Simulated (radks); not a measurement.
The numbers below are computed, except where a source is named.
Spherical quantum dot in the effective-mass picture: electrons in a parabolic well V = omega^2 r^2 / 2 with omega = 0.068, with a point charge +2 (a donor) at the centre, all in effective atomic units (hartree* = m*/eps^2 hartree, bohr* = eps/m* bohr), one dielectric constant everywhere. Level of theory: non-relativistic Kohn-Sham, exchange-only LDA, spin-polarised, spherical densities (a radial shooting solver with Libxc functionals). Levels are named by radial order and angular momentum (1s, 1p, 1d, 2s, ...), and open shells are averaged over m. Results are scaled to m* = 0.309 and eps = 4.8, for which hartree* = 364.9 meV and bohr* = 0.822 nm. Each electron was tried in the lowest free levels, single moves between levels near the top were tried too, and the lowest total energy was kept; such a search can miss a lower state. At N = 1 the Hartree and exchange-correlation terms need not cancel, so that row can carry a self-interaction error.

| N | open shells | 2S | E (meV) | mu = E(N) - E(N-1) (meV) | addition energy mu(N+1) - mu(N) (meV) | rms radius (nm) |
|---|---|---|---|---|---|---|
| 1 | 1s(up 1, down 0) | 1 | -697.308 | -697.31 | 402.9 | 0.7370 |
| 2 | none | 0 | -991.752 | -294.44 | 345.9 | 0.9407 |
| 3 | 2s(up 1, down 0) | 1 | -940.271 | 51.481 | 55.97 | 2.817 |
| 4 | 1p(up 1, down 0) 2s(up 1, down 0) | 2 | -832.824 | 107.45 | 42.25 | 3.776 |
| 5 | 1p(up 2, down 0) 2s(up 1, down 0) | 3 | -683.127 | 149.70 | 39.10 | 4.484 |
| 6 | 1p(up 3, down 0) 2s(up 1, down 0) | 4 | -494.329 | 188.80 | 50.47 | 5.065 |
| 7 | 1p(up 3, down 0) 1d(up 1, down 0) 2s(up 1, down 0) | 5 | -255.065 | 239.26 | 31.72 | 5.651 |
| 8 | 1p(up 3, down 0) 1d(up 2, down 0) 2s(up 1, down 0) | 6 | 15.9153 | 270.98 | 30.71 | 6.134 |
| 9 | 1p(up 3, down 0) 1d(up 3, down 0) 2s(up 1, down 0) | 7 | 317.603 | 301.69 | 29.73 | 6.550 |
| 10 | 1p(up 3, down 0) 1d(up 4, down 0) 2s(up 1, down 0) | 8 | 649.017 | 331.41 | 28.82 | 6.919 |
| 11 | 1p(up 3, down 0) 1d(up 5, down 0) 2s(up 1, down 0) | 9 | 1009.25 | 360.23 | 39.51 | 7.253 |
| 12 | 1p(up 3, down 0) 1d(up 5, down 0) 2s(up 1, down 0) 1f(up 1, down 0) | 10 | 1408.98 | 399.74 | 26.12 | 7.591 |
| 13 | 1p(up 3, down 0) 1d(up 5, down 0) 2s(up 1, down 0) 1f(up 2, down 0) | 11 | 1834.84 | 425.86 | 25.59 | 7.898 |
| 14 | 1p(up 3, down 0) 1d(up 5, down 0) 2s(up 1, down 0) 1f(up 3, down 0) | 12 | 2286.29 | 451.45 | 25.09 | 8.180 |
| 15 | 1p(up 3, down 0) 1d(up 5, down 0) 2s(up 1, down 0) 1f(up 4, down 0) | 13 | 2762.82 | 476.53 | 24.61 | 8.442 |
| 16 | 1p(up 3, down 0) 1d(up 5, down 0) 2s(up 1, down 0) 1f(up 5, down 0) | 14 | 3263.96 | 501.14 | 24.15 | 8.687 |
| 17 | 1p(up 3, down 0) 1d(up 5, down 0) 2s(up 1, down 0) 1f(up 6, down 0) | 15 | 3789.25 | 525.29 | 23.72 | 8.918 |
| 18 | 1p(up 3, down 0) 1d(up 5, down 0) 2s(up 1, down 0) 1f(up 7, down 0) | 16 | 4338.25 | 549.00 | 20.32 | 9.137 |
| 19 | 1p(up 3, down 0) 1d(up 5, down 0) 2s(up 1, down 0) 1f(up 7, down 0) 3s(up 1, down 0) | 17 | 4907.58 | 569.32 | 30.41 | 9.344 |
| 20 | 1p(up 3, down 0) 1d(up 5, down 0) 2s(up 1, down 0) 1f(up 7, down 0) 2p(up 1, down 0) 3s(up 1, down 0) | 18 | 5507.30 | 599.73 | 23.16 | 9.547 |
| 21 | 1p(up 3, down 0) 1d(up 5, down 0) 2s(up 1, down 0) 1f(up 7, down 0) 2p(up 2, down 0) 3s(up 1, down 0) | 19 | 6130.19 | 622.89 | 22.81 | 9.742 |
| 22 | 1p(up 3, down 0) 1d(up 5, down 0) 2s(up 1, down 0) 1f(up 7, down 0) 2p(up 3, down 0) 3s(up 1, down 0) | 20 | 6775.89 | 645.70 | 23.44 | 9.929 |
| 23 | 1p(up 3, down 0) 1d(up 5, down 0) 2s(up 1, down 0) 1f(up 7, down 0) 2p(up 3, down 0) 1g(up 1, down 0) 3s(up 1, down 0) | 21 | 7445.02 | 669.14 | 21.18 | 10.12 |
| 24 | 1p(up 3, down 0) 1d(up 5, down 0) 2s(up 1, down 0) 1f(up 7, down 0) 2p(up 3, down 0) 1g(up 2, down 0) 3s(up 1, down 0) | 22 | 8135.34 | 690.31 | 20.92 | 10.29 |
| 25 | 1p(up 3, down 0) 1d(up 5, down 0) 2s(up 1, down 0) 1f(up 7, down 0) 2p(up 3, down 0) 1g(up 3, down 0) 3s(up 1, down 0) | 23 | 8846.58 | 711.24 | 20.68 | 10.46 |
| 26 | 1p(up 3, down 0) 1d(up 5, down 0) 2s(up 1, down 0) 1f(up 7, down 0) 2p(up 3, down 0) 1g(up 4, down 0) 3s(up 1, down 0) | 24 | 9578.49 | 731.91 | 20.44 | 10.63 |
| 27 | 1p(up 3, down 0) 1d(up 5, down 0) 2s(up 1, down 0) 1f(up 7, down 0) 2p(up 3, down 0) 1g(up 5, down 0) 3s(up 1, down 0) | 25 | 10330.8 | 752.35 | 20.21 | 10.79 |
| 28 | 1p(up 3, down 0) 1d(up 5, down 0) 2s(up 1, down 0) 1f(up 7, down 0) 2p(up 3, down 0) 1g(up 6, down 0) 3s(up 1, down 0) | 26 | 11103.4 | 772.56 | 19.99 | 10.95 |
| 29 | 1p(up 3, down 0) 1d(up 5, down 0) 2s(up 1, down 0) 1f(up 7, down 0) 2p(up 3, down 0) 1g(up 7, down 0) 3s(up 1, down 0) | 27 | 11896.0 | 792.55 | 19.78 | 11.10 |
| 30 | 1p(up 3, down 0) 1d(up 5, down 0) 2s(up 1, down 0) 1f(up 7, down 0) 2p(up 3, down 0) 1g(up 8, down 0) 3s(up 1, down 0) | 28 | 12708.3 | 812.33 | 19.57 | 11.24 |
| 31 | 1p(up 3, down 0) 1d(up 5, down 0) 2s(up 1, down 0) 1f(up 7, down 0) 2p(up 3, down 0) 1g(up 9, down 0) 3s(up 1, down 0) | 29 | 13540.2 | 831.90 | 25.77 | 11.39 |
| 32 | 1p(up 3, down 0) 1d(up 5, down 0) 2s(up 1, down 0) 1f(up 7, down 0) 2p(up 3, down 0) 1g(up 9, down 0) 2d(up 1, down 0) 3s(up 1, down 0) | 30 | 14397.9 | 857.67 | 19.22 | 11.53 |
| 33 | 1p(up 3, down 0) 1d(up 5, down 0) 2s(up 1, down 0) 1f(up 7, down 0) 2p(up 3, down 0) 1g(up 9, down 0) 2d(up 2, down 0) 3s(up 1, down 0) | 31 | 15274.7 | 876.89 | 19.05 | 11.67 |
| 34 | 1p(up 3, down 0) 1d(up 5, down 0) 2s(up 1, down 0) 1f(up 7, down 0) 2p(up 3, down 0) 1g(up 9, down 0) 2d(up 3, down 0) 3s(up 1, down 0) | 32 | 16170.7 | 895.95 | 18.89 | 11.80 |
| 35 | 1p(up 3, down 0) 1d(up 5, down 0) 2s(up 1, down 0) 1f(up 7, down 0) 2p(up 3, down 0) 1g(up 9, down 0) 2d(up 4, down 0) 3s(up 1, down 0) | 33 | 17085.5 | 914.84 | 18.34 | 11.93 |
| 36 | 1p(up 3, down 0) 1d(up 5, down 0) 2s(up 1, down 0) 1f(up 7, down 0) 2p(up 3, down 0) 1g(up 9, down 0) 2d(up 4, down 0) 3s(up 1, down 0) 1h(up 1, down 0) | 34 | 18018.7 | 933.18 | 18.27 | 12.06 |
| 37 | 1p(up 3, down 0) 1d(up 5, down 0) 2s(up 1, down 0) 1f(up 7, down 0) 2p(up 3, down 0) 1g(up 9, down 0) 2d(up 4, down 0) 3s(up 1, down 0) 1h(up 2, down 0) | 35 | 18970.2 | 951.45 | 18.08 | 12.19 |
| 38 | 1p(up 3, down 0) 1d(up 5, down 0) 2s(up 1, down 0) 1f(up 7, down 0) 2p(up 3, down 0) 1g(up 9, down 0) 2d(up 5, down 0) 3s(up 1, down 0) 1h(up 2, down 0) | 36 | 19939.7 | 969.53 | 17.80 | 12.31 |
| 39 | 1p(up 3, down 0) 1d(up 5, down 0) 2s(up 1, down 0) 1f(up 7, down 0) 2p(up 3, down 0) 1g(up 9, down 0) 2d(up 5, down 0) 3s(up 1, down 0) 1h(up 3, down 0) | 37 | 20927.0 | 987.33 | 17.83 | 12.43 |
| 40 | 1p(up 3, down 0) 1d(up 5, down 0) 2s(up 1, down 0) 1f(up 7, down 0) 2p(up 3, down 0) 1g(up 9, down 0) 2d(up 5, down 0) 3s(up 1, down 0) 1h(up 4, down 0) | 38 | 21932.2 | 1005.2 | 17.70 | 12.55 |
| 41 | 1p(up 3, down 0) 1d(up 5, down 0) 2s(up 1, down 0) 1f(up 7, down 0) 2p(up 3, down 0) 1g(up 9, down 0) 2d(up 5, down 0) 3s(up 1, down 0) 1h(up 5, down 0) | 39 | 22955.0 | 1022.9 | 17.57 | 12.67 |
| 42 | 1p(up 3, down 0) 1d(up 5, down 0) 2s(up 1, down 0) 1f(up 7, down 0) 2p(up 3, down 0) 1g(up 9, down 0) 2d(up 5, down 0) 3s(up 1, down 0) 1h(up 6, down 0) | 40 | 23995.5 | 1040.4 | - | 12.78 |

All shells are closed at N = 2 (there: 1s2); the second difference of the energy has clear peaks (12 % above both neighbours; the first and last values, which can be the largest, are not judged, and half-filled shells can peak too) at N = 6, 11, 19, 31.
